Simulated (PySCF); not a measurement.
Mg(F)(SMe) (CH3FMgS), SMILES [Mg]([F])[S]C. Atoms are numbered in the order given.

```xyz
7

Mg     0.1115    -1.0538     0.0000
F     -0.3137    -2.7597     0.0000
S      0.6832     1.1686     0.0000
C     -0.9415     2.0185     0.0000
H     -1.5324     1.7889     0.8977
H     -0.7331     3.0971     0.0000
H     -1.5324     1.7889    -0.8977
```
Charge 0, spin multiplicity 1.

Geometry optimised at PBE0-D3(BJ)/def2-SVP. One conformer was computed; it need not be the lowest.

Calculation: r2SCAN/def2-TZVPD run with PySCF.

* **total energy**: -738.08146 hartree
* **point group**: Cs
* **highest occupied level**: -5.81 eV
* **lowest empty level**: -1.77 eV
* **orbital gap**: 4.04 eV
* **dipole moment**: 1.66 D
* **quadrupole, principal values (traceless, Buckingham form, about the centre of nuclear charge)**: -17.43, 6.18, 11.25 D·Å
* **mean static polarisability**: 59.1 bohr³ (8.76 Å³)
* **polarisability, principal values**: 51.7, 55.4, 70.3 bohr³
